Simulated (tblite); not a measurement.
Species: C₄H₂BF₅.
Bonds: F1–B2, B2–F3, B2–C4, C4–C5 (triple), C5–C6, C6–C7, C7–F8, C7–F9, C7–F10. Hydrogens: H11, H12 on C6.

Computed with GFN2-xTB (tblite), gas phase: nudged elastic band of 9 images (0 to 8), spring 0.2 eV/Å², climbing image at the end, force threshold 0.05 eV/Å. No saddle search or frequency run followed, so the top image need not be a first-order saddle, and its height can exceed the method's true barrier by a kcal/mol or more.

The band describes a rotation about C6–C7 (propargylic carbon, CF3 carbon), followed by the dihedral C5–C6–C7–F10, from the optimised start (61°) to a second optimised geometry at 180°.

Problem. Give the energy profile along the converged band.

Solution. 
| image | dihedral (°) | E (eV) | C6–C7 (Å) | C5···F10 (Å) | largest true force (eV/Å) |
| --- | --- | --- | --- | --- | --- |
| 0 | 61 | 0.000 | 1.525 | 2.88 | 0.01 |
| 1 | 75 | 0.012 | 1.527 | 3.00 | 0.04 |
| 2 | 90 | 0.040 | 1.530 | 3.15 | 0.05 |
| 3 | 104 | 0.069 | 1.534 | 3.28 | 0.05 |
| 4 | 119 | 0.082 | 1.536 | 3.40 | 0.04 |
| 5 | 134 | 0.072 | 1.534 | 3.50 | 0.05 |
| 6 | 149 | 0.045 | 1.531 | 3.57 | 0.06 |
| 7 | 163 | 0.015 | 1.527 | 3.61 | 0.05 |
| 8 | 180 | 0.000 | 1.525 | 3.62 | 0.01 |

Barriers of this band. The top is image 4 at 119°: 0.08 eV in either direction, as the ends lie within 0.002 eV of each other. The central bond is 0.011 Å longer at the top than at the start.

Problem. What rate follows at 200 K for crossing this barrier forward?

Solution. Taking the electronic barrier for the free energy of activation (no zero-point or entropy terms, transmission 1), rate = (kT/h)·exp(−ΔE/kT) ≈ 4 × 10^10 s⁻¹, whose inverse is 3 × 10^-11 s. An error of 1 kcal/mol in the barrier changes this by a factor of 12, and the method and the loose band can each miss by that much or more.

Problem. How long is the path, and how are the images spaced?

Solution. Cartesian distances between aligned neighbours (all atoms, Å): 0.53, 0.51, 0.50, 0.51, 0.51, 0.51, 0.51, 0.57; the sum is 4.15 Å, and the top lies 49 % of the way along.

What follows is the cost of the whole band run. Hardware: an Arm Neoverse V1 with one thread, shared host. Cost: 3.3 s of wall time, 0.18 GiB resident at most.
